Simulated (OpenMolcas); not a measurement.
Cr II.

```json
{
 "Program": "OpenMolcas",
 "Method": "CASSCF",
 "Basis": "ANO-RCC-VQZP [7s6p4d3f2g1h]",
 "Scalar Hamiltonian": "DKH2, point nucleus",
 "Active space": "5 electrons in 5 orbitals (3d)",
 "State averaging": "2S+1 = 6 even, 1 root; 2S+1 = 4 even, 24 roots; 2S+1 = 2 even, 75 roots (53 in the spin-orbit step)",
 "Spin-orbit coupling": "RASSI with atomic mean-field integrals over the reference wave functions, term energies averaged over their components"
}
```

Levels without dynamic correlation, in cm-1 above 3d5 6S 5/2:

```csv
Level,E
3d5 4G 5/2,26131
3d5 4P 5/2,30000
3d5 4D 7/2,32512
3d5 2I 11/2,37084
3d5 2D 5/2,41776
```

On this reference, MS-CASPT2, IPEA 0.25 Eh, imaginary shift 0.1 Eh (closed shells correlated: 3s 3p) puts 3d5 4G 5/2 at 20630 cm-1.

Q: Estimate the other levels at that method by one scale factor, and say how well it serves.

A: The factor is 20630 / 26131 = 0.789. Scaled values beside those that MS-CASPT2 gives and measured ones (NIST Handbook of Basic Atomic Spectroscopic Data):
| Level | Scaled | MS-CASPT2 | Miss (%) | Measured |
| --- | --- | --- | --- | --- |
| 3d5 4P 5/2 | 23670 | 22360 | +5.9 | 21823 |
| 3d5 4D 7/2 | 25652 | 24960 | +2.8 |  |
| 3d5 2I 11/2 | 29259 | 30250 | -3.3 |  |
| 3d5 2D 5/2 | 32961 | 32000 | +3.0 |  |
For these levels the scaled values miss MS-CASPT2 by up to 5.9 %, as correlation changes each term by its own factor, spin-orbit parts do not scale and CASPT2 has its own spread within terms. This holds within one configuration; levels of others move differently, and the target method has errors of its own against measurement.

CASPT2 breaks the degeneracy within a term, and the mean is taken; among the terms shown or strongly mixed into the levels shown the widest spread is 1100 cm-1 (3d5 2I, MS-CASPT2). Some high roots are left out of the spin-orbit mixing, which shifts the levels that they would mix with. Without dynamic correlation excited terms often stand tens of per cent too high (terms of higher spin than the ground term too low), and those without a measured partner can miss by more than the paired ones (holds for CASSCF). Computed and measured levels are paired by configuration, term and J; levels that our copy of the source lacks, or whose pairing is in doubt (as where it misses far off the trend of its configuration), stay unpaired and out of the deviations. Only configurations of the active space appear.
